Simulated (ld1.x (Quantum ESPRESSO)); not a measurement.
**Logarithmic derivatives: P, TM**

```json
{
  "Element": "P",
  "Generator": "ld1.x (Quantum ESPRESSO) 7.5",
  "Type": "norm-conserving Troullier–Martins (Kleinman–Bylander form)",
  "Functional": "PBEsol",
  "Relativity": "scalar-relativistic",
  "Frozen core": "[Ne]",
  "Valence charge": "5",
  "Reference configuration": "3s2 3p3",
  "Partial waves": "3s (bound): rc 1.15 bohr; 3p (bound): rc 1.60 bohr; 3d channel at 0.45 Ry: rc 1.55 bohr",
  "Local potential": "all-electron potential smoothed inside 1.10 bohr (lloc = -2)",
  "Core correction": "a·sin(br)/r model core, default radius (core density twice the valence density)"
}
```

The phase is arctan(r·u′/u) with u = r·R(r), unwrapped; energies in Ry, scanned from -3 to 5 Ry. A pole is an energy at which the radial function vanishes at the test radius. The pseudo phase is shifted by a multiple of π to meet the all-electron one at the reference energy, and phase errors are pseudo minus all-electron; the curves can meet again beyond the range given. Levels narrower than the energy grid can be missing from the lists of poles.

```csv
channel,radius (bohr),reference energy (Ry),"poles, all-electron","poles, pseudo",unbroken range about the reference energy with phases within 0.05 rad,phase error 1 Ry above the reference energy (rad)
s,1.75,-1.02,2.86,1.90,below 1.5,-0.013
p,1.75,-0.40,3.90,3.44,below 4.4,-0.009
d,1.75,0.45,4.43,4.49,the whole range,+0.002
```

Phases in the d channel:

```csv
E (Ry),all-electron,pseudo
-3.00,1.253,1.253
-2.76,1.241,1.241
-2.52,1.228,1.228
-2.28,1.213,1.213
-2.04,1.196,1.197
-1.80,1.177,1.177
-1.56,1.155,1.155
-1.32,1.130,1.130
-1.08,1.099,1.099
-0.84,1.063,1.063
-0.60,1.019,1.019
-0.36,0.964,0.964
-0.12,0.894,0.894
0.12,0.803,0.803
0.36,0.680,0.680
0.60,0.514,0.514
0.84,0.289,0.289
1.08,0.003,0.004
1.32,-0.314,-0.312
1.56,-0.606,-0.604
1.80,-0.839,-0.837
2.04,-1.013,-1.010
2.28,-1.141,-1.138
2.52,-1.237,-1.234
2.76,-1.311,-1.308
3.00,-1.369,-1.366
3.24,-1.417,-1.413
3.48,-1.457,-1.453
3.72,-1.491,-1.487
3.96,-1.521,-1.516
4.20,-1.548,-1.542
4.44,-1.572,-1.566
4.68,-1.594,-1.588
4.92,-1.615,-1.608
```
